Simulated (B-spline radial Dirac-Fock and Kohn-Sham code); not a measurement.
Photoelectron lines of P⁶⁺ at 1220 eV

System: phosphorus as P⁶⁺, configuration 1s2 2s2 2p5.

Input of the calculation (task.json; shells as n, l, electrons):

```json
{"items": [{
  "Z": 15,
  "q": 6,
  "cfg": [[1, 0, 2], [2, 0, 2], [2, 1, 5]],
  "A": 31,
  "rrms": 3.1889,
  "do": ["binding", "quiet", "photo", "scan"],
  "hv": [47.6, 54.4, 64.9, 82.2, 210.0, 226.0, 598.0, 743.0, 855.0, 1220.0, 1990.0, 2110.0, 4710.0, 5300.0, 9410.0, 13700.0, 29400.0, 34100.0, 43400.0, 44200.0, 54500.0, 68900.0, 99200.0, 109000.0]
}]}
```

Launch: `python xray_run.py task.json out`

Method: independent-particle photoionisation in a Dirac-Hartree-Slater potential with a Latter tail, all multipoles, thresholds from Dirac-Fock ΔSCF. Computed with an atomic code on a B-spline grid. The asymmetry parameter β is from the dipole term alone. Kinetic energies are from the vacuum level. Open shells are spread statistically over j, without multiplet splitting.

| subshell | electrons | binding (eV) | kinetic (eV) | σ (kb) | β |
| --- | --- | --- | --- | --- | --- |
| L1 (2s) | 2 | 318.3 | 901.7 | 27.3 | 2.00 |
| L2 (2p1/2) | 1.67 | 265.9 | 954.1 | 9.51 | 1.19 |
| L3 (2p3/2) | 3.33 | 264.9 | 955.1 | 18.7 | 1.20 |

Branching ratios of the spin-orbit partners (statistical value in brackets): 2p 1.96 (2.00).

Run: 1.3 s of CPU time on 1 thread of Neoverse-V1 (shared host), peak memory 0.28 GiB.
